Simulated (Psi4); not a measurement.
ClTl (SMILES [Cl][Tl]), singlet, at a GFN2-xTB geometry (such geometries of metal compounds can be far from the true shape) (core potentials on Tl), with bond 2-1 at 2.0 times its length. Base run: M06-2X/def2-TZVP run with Psi4.

The Psi4 input:
```
memory 2 GB

molecule mol {
0 1
Tl   -0.000000   -0.000000   -0.449804
Cl    0.000000    0.000000    4.736176
}

set {
  basis def2-tzvp
  reference rks
}

energy('m06-2x')
print_variables()
```

Each row names what was changed in the base input (with any setting that the change needs).

| change | ΔE vs base (mEh) | SCF cycles | grid points | basis functions |
|---|---|---|---|---|
| base | 0.000 | 13 | 42832 | 87 |
| scf_type = disk_df | 0.000 | 13 | 42832 | 87 |
| dft_radial_points = 99 | 0.225 | 13 | 56050 | 87 |
| basis_guess = true | 0.000 | 9 | 42832 | 87 |
| dft_radial_scheme = mura | 0.372 | 13 | 43671 | 87 |
| dft_nuclear_scheme = stratmann | 0.019 | 13 | 41842 | 87 |
| scf_type = dfdirj+cosx | 0.194 | 14 | 42832 | 87 |
| guess = sapgau | 0.000 | 16 | 42832 | 87 |
| d_convergence = 1e-8 | 0.000 | 16 | 42832 | 87 |
| d_convergence = 1e-4 | 0.000 | 12 | 42832 | 87 |
| dft_spherical_points = 194 | 0.054 | 13 | 27608 | 87 |
| dft_radial_scheme = multiexp | -0.563 | 13 | 45062 | 87 |
| dft_spherical_points = 110 | -0.034 | 13 | 15680 | 87 |
